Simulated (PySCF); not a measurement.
C2H11NSi2, SMILES [SiH3]N[SiH](C)C.

The structure is a stationary point at B3LYP-D3(BJ)/def2-SVP. One conformer was computed; it need not be the lowest.

Two levels are set side by side: PBE/def2-TZVP (PySCF) and ωB97X/def2-TZVP (PySCF). Same geometry, gas phase. Differences are taken from unrounded values.

```csv
quantity,ωB97X,PBE,PBE minus ωB97X
orbital gap (eV),11.92,5.39,-6.53
highest occupied level (eV),-9.59,-5.87,3.72
lowest empty level (eV),2.33,-0.48,-2.81
dipole moment (D),0.90,0.93,0.03
mean polarisability (bohr³),82.4,86.9,4.5
```

PBE's occupied levels lie high since its potential decays too fast outside the molecule; exact exchange lowers them and widens the gap. Loosely held outer electrons make PBE densities more polarisable. Differences between two approximate levels are no errors against the true value.

Rough cost on one machine, each run with all the roots and properties that it gave: ωB97X against PBE within a factor of 2.
